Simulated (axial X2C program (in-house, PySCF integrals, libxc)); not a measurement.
# Worked dissociation energy of TeC: PBE0, without spin–orbit coupling

Calculated with an axial X2C code built on PySCF integrals. Spin-free means the one-electron spin-free X2C Hamiltonian. Basis: Te dyall-cv3z [11s12p8d4f1g], C dyall-v3z [7s6p2d1f] (cores contracted in-house); Gaussian nuclei, density fitting, unrestricted open shells. Masses: Te 129.906 u, C 12.000 u.

Molecular state: M_S = 0, Λ = 0 (closed shell).

- E(Te) (2M_S = 2, M_L = 0): -6793.441327 hartree
- E(C) (2M_S = 2, M_L = 0): -37.822650 hartree
- E(TeC) at Re: -6831.436627 hartree
- ωe: 905.2 cm⁻¹
- ωexe: 3.26 cm⁻¹

(1) Work out De and D0.

Occupations by symmetry block were frozen at the best pattern of an incomplete PBE0 search. Closed shells are restricted here (equal orbitals for both partners); the stretched side of such a curve lies too high. Dissociation energies refer to the lowest single-determinant-based atoms at the same level and basis. Spin–orbit coupling changes these values markedly for this molecule (Re by over 0.02 Å or De by over 0.25 eV), so the spin-free numbers are a model. Spin-free De lacks the spin–orbit lowering of the heavy p-block atom, a tenth of an eV or more for 4p and 5p, up to an eV for 6p and one to two eV for 7p atoms, less what an open-shell molecule gains itself.

Each atomic determinant is the lowest at this level and need not be a pure term. Totals compare only within one Hamiltonian and basis.

Answers

(1) De = -6793.441327 + (-37.822650) − (-6831.436627) = 0.17265 hartree = 4.698 eV. The zero-point energy is ωe/2 − ωexe/4 = 452 cm⁻¹ = 0.056 eV, so D0 = 4.642 eV.
